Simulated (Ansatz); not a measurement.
Ideal-gas functions of F₂H₂O₂SW, SMILES `[OH][W]([OH])([F])([F])=[S]` at 400 K and 1 bar, from an Ansatz frequency run at PBE0-D4/def2-TZVP.

Molar mass 287.92 g/mol, point group C1 (symmetry number 1), electronic degeneracy 1, moments of inertia 236.835, 276.173, 282.867 u Å². Harmonic wavenumbers (cm⁻¹, unscaled): 120, 128, 203, 207, 246, 251, 337, 373, 430, 533, 594, 626, 677, 684, 759, 778, 3870, 3896.

Use S(trans) = R[1.5 ln M + 2.5 ln T − 1.1517]; rotational temperatures θ = 24.2544 K / I; S(rot) = R[ln(√π/σ · √(T³/θAθBθC)) + 1.5]; for each mode x = 1.438777 ν̃/T, S = R[x/(eˣ − 1) − ln(1 − e⁻ˣ)] and H = RT x/(eˣ − 1); 1 cm⁻¹ = 0.0119627 kJ/mol; R = 8.31446 J/(mol·K).

Q: By hand: the entropy, in J/(mol·K).

A: Translation 185.6. Rotation: θ = 0.1024, 0.0878, 0.0857 K, giving 121.8. Vibration, mode by mode: 15.36, 14.84, 11.11, 10.96, 9.60, 9.44, 7.21, 6.47, 5.47, 4.07, 3.42, 3.13, 2.71, 2.65, 2.14, 2.03, 0.00, 0.00, in all 110.6. Electronic 0.0. Sum 418.0 J/(mol·K).

Q: By hand: H − E and G − E in kJ/mol, counted from the electronic energy.

A: Zero-point energy ½ × 14712 × 0.0119627 = 88.0; thermal vibration 24.3; translation, rotation and pV give 4 RT = 13.3. H − E = 125.6 kJ/mol, and G − E = 125.6 − 400 × 418.0/1000 = -41.6 kJ/mol.

Vibration gives 26 % of the entropy, 30.2 J/(mol·K) of it from the modes under 150 cm⁻¹: soft modes count most, and the harmonic formula is weakest for them. The sum counts one conformer and one mirror image; others add a mixing term.
